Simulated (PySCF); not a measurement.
P₂, charge +1, doublet, at a GFN2-xTB geometry (a state made from the parent by changing its charge; the spin is typed, not shown lowest), with bond 1-2 at 2.0 times its length; PBE0/6-31G* (PySCF).

The PySCF input:
```python
from pyscf import gto, scf, dft

mol = gto.M(
    atom='''
P     0.00000000    0.00000000   -2.95481322
P     0.00000000    0.00000000    0.98493774
''',
    basis='6-31g*',
    charge=1,
    spin=1,
    verbose=4,
)

mf = dft.UKS(mol)
mf.xc = 'pbe0'
mf.level_shift = 0.1
mf.max_cycle = 100
mf.kernel()
mf.analyze()
```

What does PySCF print? Leave out banner, timings and long lists.


```
PySCF version 2.14.0

[INPUT] verbose = 4
[INPUT] num. atoms = 2
[INPUT] num. electrons = 29
[INPUT] charge = 1
[INPUT] spin (= nelec alpha-beta = 2S) = 1
[INPUT] symmetry False subgroup None
[INPUT] Mole.unit = angstrom
[INPUT] Symbol           X                Y                Z      unit          X                Y                Z       unit  Magmom
[...]
nuclear repulsion = 30.2214210151496
number of shells = 16
number of NR pGTOs = 102
number of NR cGTOs = 36
basis = 6-31g*
ecp = {}

******** <class 'pyscf.dft.uks.UKS'> ********
method = UKS
initial guess = minao
damping factor = 0
level_shift factor = 0.1
DIIS = <class 'pyscf.scf.diis.CDIIS'>
diis_start_cycle = 1
diis_space = 8
diis_damp = 0
SCF conv_tol = 1e-09
SCF conv_tol_grad = None
SCF max_cycles = 100
direct_scf = True
direct_scf_tol = 1e-13
number electrons alpha = 15  beta = 14
XC library pyscf.dft.libxc version 7.1.2
    S. Lehtola, C. Steigemann, M. J. T. Oliveira, and M. A. L. Marques,  SoftwareX 7, 1–5 (2018)
XC functionals = pbe0
    C. Adamo and V. Barone,  J. Chem. Phys. 110, 6158 (1999)
    M. Ernzerhof and G. E. Scuseria,  J. Chem. Phys. 110, 5029 (1999)
radial grids:
    Treutler-Ahlrichs [JCP 102, 346 (1995); DOI:10.1063/1.469408] (M4) radial grids

becke partition: Becke, JCP 88, 2547 (1988); DOI:10.1063/1.454033
pruning grids: <function nwchem_prune>
grids dens level: 3
symmetrized grids: False
atomic radii adjust function: <function treutler_atomic_radii_adjust>
small_rho_cutoff = 0
Set gradient conv threshold to 3.16228e-05
tot grids = 38360
init E= -681.922758100721

cycle= 1 E= -681.732425887705  delta_E= 0.19  |g|= 0.148  |ddm|= 1.22
cycle= 2 E= -681.754940941299  delta_E= -0.0225  |g|= 0.0327  |ddm|= 0.466
cycle= 3 E= -681.755497173919  delta_E= -0.000556  |g|= 0.00468  |ddm|= 0.0486
cycle= 4 E= -681.755523533802  delta_E= -2.64e-05  |g|= 0.00095  |ddm|= 0.0113
cycle= 5 E= -681.75552479004  delta_E= -1.26e-06  |g|= 0.0002  |ddm|= 0.00244
cycle= 6 E= -681.755524841051  delta_E= -5.1e-08  |g|= 4.04e-05  |ddm|= 0.000465
cycle= 7 E= -681.755524844884  delta_E= -3.83e-09  |g|= 1.14e-05  |ddm|= 0.000132
cycle= 8 E= -681.755524845264  delta_E= -3.79e-10  |g|= 2.72e-06  |ddm|= 4.2e-05
Extra cycle  E= -681.755524844912  delta_E= 3.51e-10  |g|= 2.24e-05  |ddm|= 2.23e-05
converged SCF energy = -681.755524844912  <S^2> = 0.75167424  2S+1 = 2.0016735
**** SCF Summaries ****
Total Energy =                        -681.755524844912429
Nuclear Repulsion Energy =              30.221421015149645
One-electron Energy =                 -995.258336094569245
Two-electron Energy =                  283.281390234507171
Two-electron Coulomb Energy =          328.857026185663642
DFT Exchange-Correlation Energy =      -45.575635951156485
**** MO energy ****
                             alpha | beta                alpha | beta
[...]
To work with the spin densities directly, `use mulliken_meta_spin()` only printing them here.

 ** Mulliken spin pop alpha/beta on meta-lowdin orthogonal AOs **
 ** Mulliken Spin Density (per AO)  **
spin_pop of  0 P 1s       -0.00000
spin_pop of  0 P 2s       -0.00004
spin_pop of  0 P 3s       -0.00032
spin_pop of  0 P 4s        0.00020
spin_pop of  0 P 2px       0.00000
spin_pop of  0 P 2py       0.00004
spin_pop of  0 P 2pz      -0.00000
spin_pop of  0 P 3px       0.01508
spin_pop of  0 P 3py       0.48417
spin_pop of  0 P 3pz      -0.00011
spin_pop of  0 P 4px       0.00007
spin_pop of  0 P 4py       0.00061
spin_pop of  0 P 4pz       0.00003
spin_pop of  0 P 3dxy      0.00002
spin_pop of  0 P 3dyz      0.00002
spin_pop of  0 P 3dz^2     0.00006
spin_pop of  0 P 3dxz      0.00000
spin_pop of  0 P 3dx2-y2    0.00015
spin_pop of  1 P 1s       -0.00000
spin_pop of  1 P 2s       -0.00004
spin_pop of  1 P 3s       -0.00032
spin_pop of  1 P 4s        0.00020
spin_pop of  1 P 2px       0.00000
spin_pop of  1 P 2py       0.00004
spin_pop of  1 P 2pz      -0.00000
spin_pop of  1 P 3px       0.01508
spin_pop of  1 P 3py       0.48419
spin_pop of  1 P 3pz      -0.00011
spin_pop of  1 P 4px       0.00007
spin_pop of  1 P 4py       0.00061
spin_pop of  1 P 4pz       0.00003
spin_pop of  1 P 3dxy      0.00002
spin_pop of  1 P 3dyz      0.00002
spin_pop of  1 P 3dz^2     0.00006
spin_pop of  1 P 3dxz      0.00000
spin_pop of  1 P 3dx2-y2    0.00015
 ** Mulliken Spin Density (per atom)  **
spin density of  0 P =      0.49999
spin density of  1 P =      0.50001
 ** Mulliken pop alpha/beta on meta-lowdin orthogonal AOs **
 ** Mulliken pop       alpha | beta **
[...]
In total            15.00000 | 14.00000
 ** Mulliken atomic charges   ( Nelec_alpha | Nelec_beta ) **
charge of  0P =      0.50004  (     7.49998      6.99999 )
charge of  1P =      0.49996  (     7.50002      7.00001 )

WARN: System has nonzero charge 1; the dipole moment is origin-dependent.
Location of origin: [0. 0. 0.]

Dipole moment(X, Y, Z, Debye): -0.00000, -0.00000, -4.73160
```
